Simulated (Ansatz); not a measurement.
Mulliken charges of `[SH][Cd][SH]` from ωB97M-V/def2-TZVPP in Ansatz (PBE0-D4/def2-TZVP geometry).

```json
{"atom": "S1", "x (Å)": "-1.794", "y (Å)": "1.394", "z (Å)": "-0.660", "charge (e)": "-0.409"}
{"atom": "Cd2", "x (Å)": "-0.266", "y (Å)": "-0.150", "z (Å)": "0.195", "charge (e)": "0.593"}
{"atom": "S3", "x (Å)": "1.233", "y (Å)": "-1.712", "z (Å)": "1.072", "charge (e)": "-0.409"}
{"atom": "H4", "x (Å)": "-1.349", "y (Å)": "1.255", "z (Å)": "-1.921", "charge (e)": "0.113"}
{"atom": "H5", "x (Å)": "2.177", "y (Å)": "-0.786", "z (Å)": "1.315", "charge (e)": "0.113"}
```

By hand: the dipole of these point charges (1 e Å = 4.8032 D).

Σ q r = (0.165, 0.094, -0.121) e Å, of length 0.225 e Å = 1.08 D.

How does the dipole of the full density compare? (Estimate.)

Computed: (0.146, 0.083, -0.107) e Å, 0.96 D; the point charges give 1.13 times that, at 0° from its direction.

Point charges leave out the atoms' own dipoles, such as those of lone pairs, and Mulliken's split depends on the basis, so the close match here is no proof of good charges.
